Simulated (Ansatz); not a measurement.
An input meant for the cluster PbI2⁺ (charge 1, doublet; atoms displaced at random, 0.03 Å in each coordinate).

```yaml
crystal:
  periodic: [false, false, false]
  atoms:
    - {symbol: Pb, position_ang: [1.413818, -0.314931, 0.467860]}
    - {symbol: I, position_ang: [-0.890015, -1.433010, -0.782097]}
    - {symbol: I, position_ang: [-0.548806, 1.683202, 0.350941]}
basis:
  gaussian: {orbitals: def2-TZVPP}
total_charge: 1
magnetization: {spin_polarized: true, initial_magnetization: 2}
hamiltonian: {xc: {name: wB97X}}
```

```sh
$ ansatz run in.yaml --threads 4 --pin off --events-out ev --progress --plain --max-ram 3916MiB
```

Shortened log:

```
Error: a molecule whose nuclei and cores have a total charge of 72 cannot have a net charge of 1 together with 2 unpaired electrons
```

In this input the number of unpaired electrons doesn't fit the electron count. The program refused the input.
